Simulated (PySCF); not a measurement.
CH₄O₂Se, SMILES CO[Se]O.

Geometry optimised at B3LYP-D3(BJ)/def2-SVP. The structure was generated by enumeration, and PubChem lists no compound with its InChIKey, so it may never have been made. The values are those of a single conformer.

Calculation: PBE/def2-TZVP (PySCF).

The molecule is in vacuum.

Computed frontier levels, gap, dipole moment and polarisability:
- highest occupied level: -5.26 eV
- lowest empty level: -1.89 eV
- orbital gap: 3.37 eV
- dipole moment: 0.50 D
- quadrupole, principal values (traceless, Buckingham form, about the centre of nuclear charge): -8.40, 1.60, 6.80 D·Å
- mean static polarisability: 48.5 bohr³ (7.19 Å³)
- polarisability, principal values: 38.3, 46.2, 61.0 bohr³
